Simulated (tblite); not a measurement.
Parent: `[CH3:1][C:2](=[O:3])[SiH2:4][CH2:5][Cl:6]` with C1–C2–Si4–C5 180°, C2–Si4–C5–Cl6 180°, C3H7ClOSi.

Computed geometry: GFN2-xTB, gas phase. One conformer each, not checked by frequencies here.

| coordinate of the parent | value |
| --- | --- |
| C1–C2 | 1.503 Å |
| C2=O3 | 1.209 Å |
| C2–Si4 | 1.933 Å |
| Si4–C5 | 1.904 Å |
| C5–Cl6 | 1.788 Å |
| C1–C2–O3 | 122.3° |
| C1–C2–Si4 | 116.8° |
| O3–C2–Si4 | 120.9° |
| C2–Si4–C5 | 106.7° |
| Si4–C5–Cl6 | 109.1° |

Task: How does the shared frame change in `[CH:1]#[C:2][CH2:3][C:4](=[O:5])[SiH2:6][CH2:7][Cl:8]` with C2–C3–C4–O5 -140°, C3–C4–Si6–C7 163°, C4–Si6–C7–Cl8 180°, C5H7ClOSi? Atoms pair as C1 = C3, C2 = C4, O3 = O5, Si4 = Si6, C5 = C7, Cl6 = Cl8 (parent first).

Result: 
```tsv
parent	relative	value in the relative	change
C1–C2	C3–C4	1.518 Å	+0.015
C2=O3	C4=O5	1.208 Å	-0.001
C2–Si4	C4–Si6	1.930 Å	-0.003
Si4–C5	Si6–C7	1.906 Å	+0.002
C5–Cl6	C7–Cl8	1.787 Å	-0.001
C1–C2–O3	C3–C4–O5	121.3°	-1.0
C1–C2–Si4	C3–C4–Si6	117.2°	+0.4
O3–C2–Si4	O5–C4–Si6	121.5°	+0.6
C2–Si4–C5	C4–Si6–C7	104.9°	-1.8
Si4–C5–Cl6	Si6–C7–Cl8	109.3°	+0.2
```

Of the parent's bonds, C1–C2 changes most (+0.015 Å). Bonds of the relative outside the shared frame: C1≡C2 1.197, C2–C3 1.444 Å. Point group Cs → C1.

Task: How does the shared frame change in `[O:1]=[C:2]([CH2:3][CH2:4][SiH3:5])[SiH2:6][CH2:7][Cl:8]` with O1–C2–C3–C4 -20°, C2–C3–C4–Si5 44°, O1–C2–Si6–C7 36°, C2–Si6–C7–Cl8 -178°, C4H11ClOSi2? Atoms pair as C1 = C3, C2 = C2, O3 = O1, Si4 = Si6, C5 = C7, Cl6 = Cl8 (parent first).

Result: 
| parent | relative | value in the relative | change |
| --- | --- | --- | --- |
| C1–C2 | C3–C2 | 1.498 Å | -0.005 |
| C2=O3 | C2=O1 | 1.213 Å | +0.004 |
| C2–Si4 | C2–Si6 | 1.928 Å | -0.005 |
| Si4–C5 | Si6–C7 | 1.907 Å | +0.003 |
| C5–Cl6 | C7–Cl8 | 1.788 Å | 0.000 |
| C1–C2–O3 | C3–C2–O1 | 120.8° | -1.5 |
| C1–C2–Si4 | C3–C2–Si6 | 120.7° | +3.9 |
| O3–C2–Si4 | O1–C2–Si6 | 118.5° | -2.4 |
| C2–Si4–C5 | C2–Si6–C7 | 105.2° | -1.5 |
| Si4–C5–Cl6 | Si6–C7–Cl8 | 109.2° | +0.1 |

Of the parent's bonds, C1–C2, C2–O3 and C2–Si4 change most and about equally (-0.005 to +0.004 Å). Bonds of the relative outside the shared frame: C3–C4 1.521, C4–Si5 1.914 Å. Point group Cs → C1.
